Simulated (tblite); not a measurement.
Species: C4H11FO2Si.
SMILES with atom numbers: `[CH3:1][CH2:2][O:3][C@@:4]([F:5])([SiH3:6])[O:7][CH3:8]` (hydrogens: H9, H10, H11 on C1; H12, H13 on C2; H14, H15, H16 on Si6; H17, H18, H19 on C8)

Computed with GFN2-xTB (tblite), gas phase: L-BFGS steps from a force-field or distance-geometry start until the largest atomic force falls under 0.01 eV/Å.

Step 13: E = -782.9810 eV
```
atom  x, y, z in Å  |  force x, y, z in eV/Å
C1     -2.5073   -1.1407   -0.1079   -0.031  -0.019   0.010
C2     -1.4282   -0.1121   -0.3962   -0.019   0.003  -0.001
O3     -0.2834   -0.4274    0.3729    0.042   0.014  -0.052
C4      0.7847    0.4264    0.2054    0.079   0.014  -0.124
F5      1.1671    0.3447   -1.1781   -0.030  -0.055   0.087
Si6     0.5723    2.3243    0.5276   -0.011  -0.110   0.023
O7      1.8383    0.0140    0.9562   -0.029   0.084  -0.008
C8      2.2861   -1.3150    0.6978    0.015   0.000   0.041
H9     -2.8267   -1.0853    0.9284    0.019   0.040   0.025
H10    -2.1269   -2.1411   -0.2928    0.035  -0.002  -0.029
H11    -3.3590   -0.9610   -0.7567   -0.037   0.008   0.005
H12    -1.7671    0.9013   -0.1329   -0.051  -0.001  -0.048
H13    -1.1654   -0.1299   -1.4620   -0.021   0.031   0.012
H14     0.0421    2.8816   -0.7130   -0.032   0.070  -0.058
H15    -0.3646    2.5145    1.6285   -0.031  -0.013   0.081
H16     1.9047    2.8260    0.8201    0.035   0.002   0.020
H17     1.4732   -2.0303    0.8283   -0.006   0.013   0.012
H18     3.0758   -1.5064    1.4181    0.041  -0.005   0.007
H19     2.6746   -1.3744   -0.3209    0.032  -0.073  -0.003
```

Step 14: E = -782.9835 eV
```
atom  x, y, z in Å  |  force x, y, z in eV/Å
C1     -2.5082   -1.1387   -0.1084   -0.029  -0.031   0.019
C2     -1.4313   -0.1093   -0.3973   -0.023  -0.007  -0.013
O3     -0.2872   -0.4263    0.3717    0.061   0.011  -0.062
C4      0.7827    0.4241    0.2012    0.111   0.037  -0.127
F5      1.1671    0.3435   -1.1817   -0.065  -0.066   0.077
Si6     0.5707    2.3214    0.5289    0.006  -0.067   0.016
O7      1.8383    0.0124    0.9489   -0.006   0.073   0.031
C8      2.2895   -1.3182    0.6989   -0.003   0.025   0.038
H9     -2.8207   -1.0824    0.9301   -0.001   0.020   0.013
H10    -2.1203   -2.1363   -0.2951    0.003  -0.006  -0.020
H11    -3.3628   -0.9619   -0.7551   -0.015   0.002   0.026
H12    -1.7721    0.9034   -0.1366   -0.039   0.018  -0.035
H13    -1.1689   -0.1302   -1.4619   -0.008   0.044  -0.026
H14     0.0413    2.8896   -0.7091   -0.026   0.047  -0.034
H15    -0.3671    2.5094    1.6315   -0.011  -0.021   0.062
H16     1.9046    2.8262    0.8191    0.000  -0.018   0.019
H17     1.4755   -2.0324    0.8332    0.020   0.015   0.009
H18     3.0786   -1.5005    1.4241    0.010  -0.013  -0.026
H19     2.6807   -1.3845   -0.3195    0.017  -0.064   0.033
```

Step 15: E = -782.9855 eV
```
atom  x, y, z in Å  |  force x, y, z in eV/Å
C1     -2.5093   -1.1375   -0.1086   -0.011  -0.027   0.020
C2     -1.4342   -0.1069   -0.3985   -0.017  -0.010  -0.025
O3     -0.2894   -0.4251    0.3694    0.056   0.010  -0.060
C4      0.7828    0.4227    0.1954    0.094   0.044  -0.085
F5      1.1659    0.3412   -1.1835   -0.063  -0.073   0.020
Si6     0.5692    2.3178    0.5303    0.007   0.007   0.005
O7      1.8385    0.0121    0.9433    0.025   0.041   0.046
C8      2.2923   -1.3203    0.7005   -0.013   0.043   0.027
H9     -2.8157   -1.0795    0.9318   -0.017  -0.001   0.002
H10    -2.1147   -2.1323   -0.2975   -0.028  -0.011  -0.009
H11    -3.3664   -0.9626   -0.7533    0.003  -0.005   0.043
H12    -1.7772    0.9055   -0.1404   -0.023   0.024  -0.021
H13    -1.1721   -0.1298   -1.4623   -0.003   0.051  -0.053
H14     0.0402    2.8972   -0.7061   -0.013   0.016   0.007
H15    -0.3692    2.5046    1.6350    0.014  -0.033   0.033
H16     1.9044    2.8260    0.8185   -0.033  -0.035   0.018
H17     1.4778   -2.0340    0.8377    0.036   0.021   0.010
H18     3.0811   -1.4957    1.4287   -0.012  -0.016  -0.042
H19     2.6862   -1.3943   -0.3176   -0.001  -0.045   0.064
```

**Question.** Estimate the geometry and energy of step 16. (The exact step hangs on the optimiser's Hessian estimate; all steps are aligned on step 15, rigid shifts and turns removed.)

**Answer.** E = -782.9872 eV, largest force 0.095 eV/Å
```
atom  x, y, z in Å  |  force x, y, z in eV/Å
C1     -2.5102   -1.1370   -0.1083    0.013  -0.010   0.015
C2     -1.4365   -0.1053   -0.3999    0.000  -0.003  -0.032
O3     -0.2900   -0.4237    0.3664    0.033   0.013  -0.047
C4      0.7845    0.4226    0.1893    0.044   0.035  -0.022
F5      1.1639    0.3379   -1.1844   -0.031  -0.072  -0.054
Si6     0.5680    2.3150    0.5314   -0.002   0.064  -0.006
O7      1.8392    0.0128    0.9400    0.042   0.012   0.032
C8      2.2942   -1.3208    0.7022   -0.014   0.047   0.017
H9     -2.8123   -1.0774    0.9333   -0.025  -0.018  -0.002
H10    -2.1112   -2.1296   -0.2995   -0.048  -0.017   0.003
H11    -3.3692   -0.9632   -0.7512    0.010  -0.009   0.049
H12    -1.7814    0.9074   -0.1436   -0.006   0.014  -0.011
H13    -1.1746   -0.1285   -1.4637   -0.008   0.051  -0.062
H14     0.0391    2.9032   -0.7037   -0.003  -0.007   0.041
H15    -0.3704    2.5004    1.6383    0.034  -0.043   0.007
H16     1.9037    2.8251    0.8186   -0.046  -0.042   0.019
H17     1.4801   -2.0346    0.8413    0.034   0.024   0.016
H18     3.0828   -1.4925    1.4314   -0.016  -0.017  -0.035
H19     2.6903   -1.4024   -0.3150   -0.013  -0.021   0.072
```

The energy changes by -0.0016 eV. The first-order estimate −F·Δx gives -0.0023 eV and the mean of the old and new forces, exact on a quadratic surface, -0.0016 eV. The step makes an angle of 65° with the force vector and moves no atom by more than 0.009 Å.

The cost below is that of the whole relaxation. On one thread, Arm Neoverse V1 (aarch64), shared host, this took 0.66 s.
